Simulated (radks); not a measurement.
Values are calculated unless marked as measured or tabulated.
Valence configurations of the strontium ion Sr+ (all share [Kr]). Level of theory: scalar-relativistic Kohn-Sham, PBEsol, spin-polarised, spherical densities, finite nucleus; open shells are filled with parallel spins first (spin-orbit coupling, left out, can overturn this in heavy ions); Fermi nuclear charge, rms radius 4.224 fm (a radial shooting solver on a logarithmic mesh with Libxc functionals). Energies are relative to 5s1; eigenvalues in eV for spin up.

valence      E (eV)  moment (Bohr magnetons)   e(4d)   e(5p)   e(5s)
5s1           0.000                        1       -       -  -8.717
5s0.5 5p0.5   1.497                        1       -  -6.023  -8.989
4d1           1.790                        1  -5.786       -       -
4d0.5 5p0.5   2.313                        1  -6.780  -5.616       -
5p1           2.964                        1       -  -6.313       -
4d0.5 5s0.5   0.870                        1  -6.394       -  -8.188

NIST lists [Kr] 5s1 as the ground configuration; this level of theory agrees among the configurations tried. The energies are those of spherical high-spin densities, not of single terms.
